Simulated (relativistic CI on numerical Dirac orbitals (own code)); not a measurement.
**One change at a time: Ag23+**

Base calculation: Dirac-Coulomb-Breit CI, KLI orbitals optimised for each configuration, model QED (radiative potential, 1s self-energy scaled to tabulated hydrogen-like ionisation energies), unscaled Slater integrals.

CI space (outside the closed core [Ne]): 3s²3p⁶3d⁶, 3s²3p⁵3d⁷, 3s²3p⁴3d⁸, 3s3p⁶3d⁷, 3p⁶3d⁸, 3s3p⁵3d⁸, 3s²3p⁶3d⁵4s, 3s²3p⁶3d⁵4p, 3s²3p⁶3d⁵4d, 3s²3p⁴3d⁷4s, 3s²3p⁶3d⁵4f, 3s²3p⁵3d⁶4s, 3s²3p⁶3d⁴4s², 3s²3p⁶3d⁵5s, 3s3p⁶3d⁶4s, 3s²3p⁶3d⁵5p. Levels of other configurations are missing.

Variants: (1) only the first configuration; (2) non-relativistic limit. Shifts of the energy above 3s²3p⁶3d⁶ ⁵D4, in cm⁻¹, for the lowest level and the first level of each name with at least 55 % of one term (blank where a level changes its place among those of its configuration and J or its character, or is not in the variant):

```
        Level      Base     Δ(1)      Δ(2)
3s²3p⁶3d⁶ ⁵D4       0.0      0.0       0.0
3s²3p⁶3d⁶ ⁵D2   28601.8  +2941.8  -28601.8
3s²3p⁶3d⁶ ⁵D3   33251.5   -680.0  -33251.5
3s²3p⁶3d⁶ ⁵D1   48120.6   +898.3  -48120.5
3s²3p⁶3d⁶ ⁵D0   48724.5  +1977.0  -48724.4
3s²3p⁶3d⁶ ³H6  102012.5  -4235.2  -16809.5
3s²3p⁶3d⁶ ³F3  118104.6  +2988.6  -29364.1
3s²3p⁶3d⁶ ³F2  120961.9  +5534.7  -32221.4
3s²3p⁶3d⁶ ¹S0  139277.2  +9046.6          
3s²3p⁶3d⁶ ³G4  155340.2  +1393.2  -52692.1
3s²3p⁶3d⁶ ³D1  155445.2  +5000.9          
3s²3p⁶3d⁶ ³D2  158033.8  +6361.1  -31062.4
3s²3p⁶3d⁶ ³G3  172847.8                   
3s²3p⁶3d⁶ ¹I6  179529.4  -5540.4  -51336.1
```

At this charge energies of transitions that change n are usually good to better than 1 %, and those within a shell (Δn = 0) to a few per cent. Terms inside the open d or f shell come out 10 to 20 % too wide with unscaled integrals.

Ionisation energy from the two ground configurations alone: base 1149.12 eV. The NIST ASD value (theoretical) is 1149 eV.

LS names give the leading component of a level, which can be under half, so a name can repeat, a term be missing and a line seem to break the LS rules.
